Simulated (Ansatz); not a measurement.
Species: 4-fluoropyrimidine, C₄H₃FN₂ (charge 0, singlet). SMILES: Fc1ccncn1
Structure (B3LYP-D3(BJ)/def2-TZVP (Ansatz, an electronic-structure program) minimum search):
```
C
H 1 1.0796
C 1 1.3840 2 123.11
N 3 1.3371 1 122.67 2 180.00
C 4 1.3262 3 116.04 1 0.00
N 5 1.3369 4 126.53 3 0.00
C 6 1.3074 5 115.59 4 0.00
F 7 1.3340 6 116.64 5 -180.00
H 5 1.0839 4 117.17 3 180.00
H 3 1.0841 4 116.68 5 180.00
```

Property: vertical triplet-singlet gap (E(triplet) - E(singlet); each state is the SCF solution reached for its spin; the UHF <S^2> is 2.32 for the triplet (pure: 2.00); for the singlet the Hartree-Fock reference is unstable and T1 is 0.015), in kcal/mol. Valence correlation only, unless marked. UHF or UKS for open shells. Spin-orbit coupling is left out. No relativistic terms. CBS(X,Y): correlation extrapolated as X^-3; Hartree-Fock from the larger set. [CCSD(T)-MP2]/basis is that difference in the basis named.

```tsv
level	program	vertical triplet-singlet gap (kcal/mol)
SVWN5/def2-TZVPD	Ansatz	(withheld)
B3LYP/def2-TZVPD	Ansatz	102.8
PBE0/def2-TZVPD	Ansatz	103.3
SCS-MP2/aug-cc-pVDZ	Ansatz	128.4
SCS-MP2/aug-cc-pVTZ	Ansatz	129.3
CCSD/aug-cc-pVTZ	Ansatz	(withheld)
RI-MP2/CBS(aug-cc-pVTZ,aug-cc-pVQZ)+[CCSD(T)-MP2]/aug-cc-pVTZ	Ansatz	110.0
```

Q: Some entries are withheld; supply them.

A: 
- SVWN5/def2-TZVPD, vertical triplet-singlet gap (kcal/mol): 95.3
- CCSD/aug-cc-pVTZ, vertical triplet-singlet gap (kcal/mol): 105.3
